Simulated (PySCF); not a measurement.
B2H8P2.
Geometry (PBE0-D3(BJ)/def2-SVP, Å), atoms numbered from 1 in this order:
```
atom  x, y, z in Å
B1     0.2940    0.3540   -1.3478
P2     1.3119    0.0512    0.3151
B3    -0.3529   -0.0314    1.3710
P4    -1.2556   -0.3565   -0.3531
H5     0.6469   -0.1998   -2.3644
H6     0.1212    1.5576   -1.4183
H7     2.0676   -1.1468    0.3244
H8     2.3044    0.9911    0.6860
H9    -0.4531   -0.8499    2.2567
H10   -0.6135    1.1214    1.6661
H11   -1.5408   -1.7187   -0.6159
H12   -2.5278    0.2263   -0.5720
```

Computed with PBE0-D3(BJ)/def2-SVP geometry optimisation, gas phase (PySCF 2.14.0).

Take the most abundant isotopes and a rigid rotor. 

Problem. Give the principal moments of inertia and the rotational constants in GHz.

Solution. Ia = 71.71, Ib = 142.77, Ic = 192.17 u·Å²; 505379 MHz·u·Å²/I gives 7048, 3540 and 2630 MHz, that is A = 7.0475, B = 3.5399, C = 2.6299 GHz.

Problem. What kind of rotor is it?

Solution. An asymmetric top. Ray's parameter κ = (2B − A − C)/(A − C) = -0.588; −1 is the prolate and +1 the oblate limit.

Problem. Is it planar, by Δ = Ic − Ia − Ib?

Solution. Not planar: Δ = Ic − Ia − Ib = -22.31 u·Å². For a rigid frame Δ = −2 Σ m c², so Σ m c² = 11.15 u·Å² lies off the ab plane: 9.48 from hydrogen and 1.67 from heavier atoms. The atom farthest from that plane is 1.43 Å away.

Problem. Give the other two planar moments, Paa and Pbb, and the rms extents of the mass along the axes.

Solution. Paa = Σ m a² = (Ib + Ic − Ia)/2 = 131.61 and Pbb = Σ m b² = (Ia + Ic − Ib)/2 = 60.56 u·Å². With the mass M = 92.03 u, the rms extents √(P/M) along a, b and c are 1.20, 0.81, 0.35 Å.

Problem. Where do the levels up to J = 4 lie, in MHz?

Solution. Above 0(0,0):
J = 1: 1(0,1) 6170, 1(1,1) 9677, 1(1,0) 10587
J = 2: 2(0,2) 18354, 2(1,2) 21107, 2(1,1) 23837, 2(2,1) 34360, 2(2,0) 34515
J = 3: 3(0,3) 36270, 3(1,3) 38161, 3(1,2) 43605, 3(2,2) 52869, 3(2,1) 53618, 3(3,1) 72772, 3(3,0) 72789
J = 4: 4(0,4) 59610, 4(1,4) 60754, 4(1,3) 69738, 4(2,3) 77427, 4(2,2) 79513, 4(3,2) 97718, 4(3,1) 97834, 4(4,1) 125221, 4(4,0) 125223
Those of J = 1 are B + C, A + C and A + B.

Problem. Which lines would a microwave search look for?

Solution. The dipole components are |μa| = 0.00 D, |μb| = 0.00 D, |μc| = 0.89 D; the symmetry axis of this C2v structure is c, so μa and μb vanish by symmetry and there are no a-type or b-type lines. Some lines, for components of 0.1 D or more:

```json
{"type": "c", "branch": "Q", "J(Ka,Kc)": "3(1,3) ← 3(0,3)", "MHz": "1891", "lower level (cm⁻¹)": "1.210"}
{"type": "c", "branch": "Q", "J(Ka,Kc)": "2(1,2) ← 2(0,2)", "MHz": "2753", "lower level (cm⁻¹)": "0.612"}
{"type": "c", "branch": "Q", "J(Ka,Kc)": "1(1,1) ← 1(0,1)", "MHz": "3508", "lower level (cm⁻¹)": "0.206"}
{"type": "c", "branch": "Q", "J(Ka,Kc)": "3(2,2) ← 3(1,2)", "MHz": "9265", "lower level (cm⁻¹)": "1.454"}
{"type": "c", "branch": "Q", "J(Ka,Kc)": "2(2,1) ← 2(1,1)", "MHz": "10523", "lower level (cm⁻¹)": "0.795"}
{"type": "c", "branch": "R", "J(Ka,Kc)": "1(1,0) ← 0(0,0)", "MHz": "10587", "lower level (cm⁻¹)": "0.000"}
{"type": "c", "branch": "R", "J(Ka,Kc)": "2(1,1) ← 1(0,1)", "MHz": "17667", "lower level (cm⁻¹)": "0.206"}
{"type": "c", "branch": "Q", "J(Ka,Kc)": "3(3,1) ← 3(2,1)", "MHz": "19155", "lower level (cm⁻¹)": "1.788"}
{"type": "c", "branch": "R", "J(Ka,Kc)": "2(2,0) ← 1(1,0)", "MHz": "23928", "lower level (cm⁻¹)": "0.353"}
{"type": "c", "branch": "R", "J(Ka,Kc)": "2(2,1) ← 1(1,1)", "MHz": "24682", "lower level (cm⁻¹)": "0.323"}
{"type": "c", "branch": "R", "J(Ka,Kc)": "3(1,2) ← 2(0,2)", "MHz": "25251", "lower level (cm⁻¹)": "0.612"}
{"type": "c", "branch": "R", "J(Ka,Kc)": "3(2,1) ← 2(1,1)", "MHz": "29781", "lower level (cm⁻¹)": "0.795"}
{"type": "c", "branch": "R", "J(Ka,Kc)": "3(2,2) ← 2(1,2)", "MHz": "31762", "lower level (cm⁻¹)": "0.704"}
{"type": "c", "branch": "R", "J(Ka,Kc)": "3(3,0) ← 2(2,0)", "MHz": "38274", "lower level (cm⁻¹)": "1.151"}
{"type": "c", "branch": "R", "J(Ka,Kc)": "3(3,1) ← 2(2,1)", "MHz": "38412", "lower level (cm⁻¹)": "1.146"}
```

Problem. Estimate the classical rotational partition function at 10 K, 50 K and 200 K.

Solution. Point group C2v, symmetry number σ = 2; q = (√π/σ)·√((kT/h)³/(ABC)), k/h = 20836.6 MHz/K: 329 at 10 K, 3680 at 50 K, 29400 at 200 K.

No frequency check. These are rigid-rotor constants of the computed structure; measured ground-state constants (B0) also hold zero-point vibration. Quadrupole hyperfine structure (11B) is left out.
